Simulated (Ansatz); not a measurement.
Input file for ClF₂GeH₂N, SMILES `[NH2][Ge]([F])([F])[Cl]`:

```yaml
crystal:
  periodic: [false, false, false]
  atoms:
    - {symbol: N, position_ang: [-0.315308, 0.773676, 0.837510]}
    - {symbol: Ge, position_ang: [0.038984, -0.394862, -0.471014]}
    - {symbol: F, position_ang: [-1.378472, -1.287664, -0.815795]}
    - {symbol: F, position_ang: [1.185465, -1.613200, -0.076158]}
    - {symbol: Cl, position_ang: [0.722089, 0.585549, -2.205563]}
    - {symbol: H, position_ang: [0.372800, 1.502616, 0.957699]}
    - {symbol: H, position_ang: [-0.564358, 0.365885, 1.727622]}
basis:
  gaussian: {orbitals: def2-TZVPP}
correlation: {method: ccsd_t}
output: {orbitals: {seedname: orbitals}}
```

```sh
$ ansatz run in.yaml --threads 4 --pin off --events-out ev --progress --plain --max-ram 10444MiB
```

Log, shortened:

```
Functional definition: HF
1334 factors; integrals over basis functions are off by at most 9.8e-4 eV
mean field evaluation 1: about -75906.0396 eV, gradient 4.8e1 eV
mean field evaluation 2: about -75906.1964 eV, gradient 4.8e1 eV
mean field evaluation 4: about -75910.0632 eV, gradient 3.2e0 eV
mean field evaluation 8: about -75910.1051 eV, gradient 2.7e-1 eV
mean field -75910.10536631 eV, -2789.6449184943 hartree, gradient 2.2e-6 eV, S^2 0.000000; 0 other end points of the search recorded, 0 dependent functions left out
17 core orbitals not correlated: weight in the atoms' cores, before any rotation towards them, 1.000 or more for the frozen orbitals, at most 0.000 for the correlated occupied ones
reference -75910.10536631 eV, -2789.6449184943 hartree; 21, 21 occupied and 173, 173 virtual orbitals, 1334 factors
second order -31.15059842 eV of doubles, -0.00000000 eV of singles
cycle   1  -30.76143234 eV  change    3.9e-1 eV  update   1.2e-1
cycle   2  -31.43376121 eV  change   -6.7e-1 eV  update   3.3e-2
cycle   3  -31.57728777 eV  change   -1.4e-1 eV  update   1.6e-2
cycle   4  -31.56155294 eV  change    1.6e-2 eV  update   3.5e-3
cycle   5  -31.55804496 eV  change    3.5e-3 eV  update   1.3e-3
cycle   6  -31.55902830 eV  change   -9.8e-4 eV  update   4.1e-4
cycle   7  -31.55888518 eV  change    1.4e-4 eV  update   1.4e-4
cycle   8  -31.55880039 eV  change    8.5e-5 eV  update   5.1e-5
cycle   9  -31.55881868 eV  change   -1.8e-5 eV  update   2.1e-5
perturbative correction -1.11150718 eV, -0.0408471355 hartree
Total energy: -75942.77569217 eV, -2790.8455308251 hartree
```

Run time 54 s (4 threads of an INTEL XEON PLATINUM 8581C on a shared host); peak host memory 3.2 GiB.

MP2 recovers 95.3 % of the CCSD(T) correlation energy and the triples give 3.4 %; T1 = 0.0112.
